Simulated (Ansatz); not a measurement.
Reaction (formal exchange of groups at the Si–S bond): `OCO[SiH2]S` + `CC(C)(C)CO` → `OCO[SiH2]O` + `CC(C)(C)CS`

Gas-phase electronic energies from Ansatz, PBE0-D4/def2-TZVP geometries. CBS: MP2 limit from def2 TZ/QZ plus the TZ coupled-cluster correction, frozen cores. DFT in def2-TZVPP. B3LYP here is the variant with VWN-RPA as its local correlation; programs differ in this. One conformer a species, not always the lowest.

`OCO[SiH2]S`:

```xyz
11

O    -1.566    0.140    0.634
C    -1.167   -0.444   -0.570
O    -0.034    0.171   -1.113
Si    1.308    0.500   -0.211
S     1.857   -1.094    1.092
H    -1.903    1.023    0.452
H    -1.952   -0.385   -1.330
H    -0.954   -1.490   -0.334
H     1.110    1.738    0.580
H     2.415    0.656   -1.179
H     0.885   -0.814    1.978
```

`CC(C)(C)CO`:

```xyz
18

C     1.452   -0.576   -0.119
C     0.065    0.056   -0.138
C     0.049    1.258   -1.074
C    -0.966   -0.968   -0.603
C    -0.294    0.554    1.265
O    -0.315   -0.450    2.255
H     2.212    0.160    0.158
H     1.497   -1.392    0.604
H     1.712   -0.972   -1.105
H    -0.942    1.721   -1.113
H     0.318    0.961   -2.091
H     0.764    2.020   -0.750
H    -1.978   -0.550   -0.585
H    -0.951   -1.867    0.021
H    -0.758   -1.288   -1.627
H    -1.259    1.081    1.223
H     0.458    1.278    1.592
H    -1.066   -1.024    2.088
```

`OCO[SiH2]O`:

Z-matrix (Å, degrees):
```
C
O 1 1.396
O 1 1.400 2 112.3
H 1 1.095 2 111.0 3 117.7
H 1 1.095 2 107.0 3 -122.6
Si 2 1.652 1 121.0 3 -61.7
H 3 0.962 1 108.1 2 -67.2
O 6 1.638 2 113.5 1 73.7
H 6 1.474 2 106.5 1 -169.6
H 6 1.489 2 106.9 1 -48.3
H 8 0.960 6 115.4 2 -61.2
```

`CC(C)(C)CS`:

```xyz
18

C    -0.886    0.925    0.741
C     0.064   -0.111    0.151
C     1.272   -0.274    1.071
C    -0.652   -1.449    0.008
C     0.598    0.359   -1.208
S    -0.614    0.640   -2.526
H    -1.204    0.624    1.742
H    -1.782    1.034    0.126
H    -0.403    1.903    0.824
H     1.982   -1.002    0.666
H     0.961   -0.624    2.058
H     1.801    0.674    1.203
H     0.024   -2.217   -0.378
H    -1.027   -1.789    0.977
H    -1.499   -1.368   -0.677
H     1.192    1.268   -1.086
H     1.267   -0.403   -1.619
H    -1.095    1.808   -2.073
```

```
             level  ΔE (kcal/mol)  difference from CCSD(T)/CBS
            PBE-D4          -15.9                          3.3
         r2SCAN-D4          -17.4                          1.8
           PBE0-D4          -16.5                          2.7
          B3LYP-D4          -18.2                          1.0
           ωB97X-V          -17.5                          1.7
           ωB97M-V          -18.2                          1.0
            B2PLYP          -18.9                          0.3
               PBE          -15.6                          3.6
            r2SCAN          -17.3                          1.9
              PBE0          -16.3                          2.9
             B3LYP          -17.7                          1.5
     HF/def2-TZVPP          -18.6                          0.6
    MP2/def2-TZVPP          -20.5                         -1.3
SCS-MP2/def2-TZVPP          -20.1                         -0.9
   CCSD/def2-TZVPP          -18.8                          0.4
CCSD(T)/def2-TZVPP          -18.8                          0.4
     HF/def2-QZVPP          -18.9                          0.3
    MP2/def2-QZVPP          -20.8                         -1.6
SCS-MP2/def2-QZVPP          -20.4                         -1.2
      HF/CBS(def2)          -18.9                          0.3
     MP2/CBS(def2)          -20.9                         -1.7
    CCSD/CBS(def2)          -19.2                          0.0
       CCSD(T)/CBS          -19.2                            0
```

Largest T1 diagnostic among the species: 0.012.
